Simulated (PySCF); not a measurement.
CH3BBrClO. Atoms are numbered in the order given.

```xyz
8

B     -0.2286    -0.5684     0.1180
Cl    -0.5875    -1.2402     1.7075
Br     0.4820     1.2381    -0.0007
O     -0.4562    -1.3212    -0.9541
C     -0.2484    -1.0043    -2.3203
H      0.4646    -1.7280    -2.7423
H     -1.2074    -1.1008    -2.8503
H      0.1428     0.0158    -2.4471
```
Charge 0, spin multiplicity 1.

Coordinates come from a B3LYP-D3(BJ)/def2-SVP optimisation. One conformer was computed; it need not be the lowest.

The numbers are results of PBE/pcSseg-1 run with PySCF, not measurements.

GIAO shieldings, no solvent; atoms alike by connectivity are averaged. δ = σ(ref) − σ: ¹¹B against BF3 (σ = 83.9 ppm); ³⁵Cl against HCl (σ = 936.5 ppm); ¹⁷O against H2O (σ = 334.3 ppm); ¹³C against TMS (σ = 182.0 ppm); ¹H against TMS (σ = 31.49 ppm), references at their B3LYP-D3(BJ)/def2-TZVP geometries, non-relativistic (without spin–orbit terms, shifts of atoms bonded to Cl or Br come out too high).

```csv
atoms,nucleus,count,δ (ppm)
B1,¹¹B,1,22.8
Cl2,³⁵Cl,1,215.0
O4,¹⁷O,1,192.6
C5,¹³C,1,[?]
"H6, H7, H8",¹H,3,[?]
```

### Question
Complete the blanks. (An estimate is asked for; the answer gives what the named calculation found.)

### Answer

- C5, δ (ppm): 62.6
- H6, H7, H8, δ (ppm): 4.46
